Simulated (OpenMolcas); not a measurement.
Fe2+ (d6) among equal point charges was computed by CASSCF with the d shell active (OpenMolcas, ANO-RCC-VDZP on the metal). Its lowest spin-free states, and all those of the highest spin:

```
2S+1  Degeneracy  E (cm-1)
   5           2       0.0
   5           3      8457
   3           3     18731
   3           2     22800
   3           3     24895
   3           3     25382
   3           1     27211
   3           1     28390
   3           3     30340
   1           3     30371
   1           2     30846
   3           2     31019
```

Question: Is the site octahedral, tetrahedral or cube-like, axial, or of lower symmetry?

Answer: The states with 2S+1 = 5 have orbital degeneracies 2, 3. Threefold states need a cubic site. For d6 at this spin an octahedron puts the threefold T2 below the twofold E and a tetrahedron or cube puts the twofold E below the threefold T2, so the site is a tetrahedron or a cube, which this pattern cannot tell apart. The first gap at this spin, 8460 cm-1, is |10Dq| in ligand-field theory. The run had Fe2+ among 4 point charges of -3 e arranged as a tetrahedron (Td), 1.75 Å from the ion. The active orbitals were held to one l.

An orbital doublet at a regular site is open to a Jahn-Teller distortion, which this geometry leaves out. Without dynamic correlation the repulsion within the d shell is too large (B by tens of per cent), so at a given field states of lower spin stand too high. This is an electrostatic model: the charges have no orbitals. No measured value stands beside these numbers.
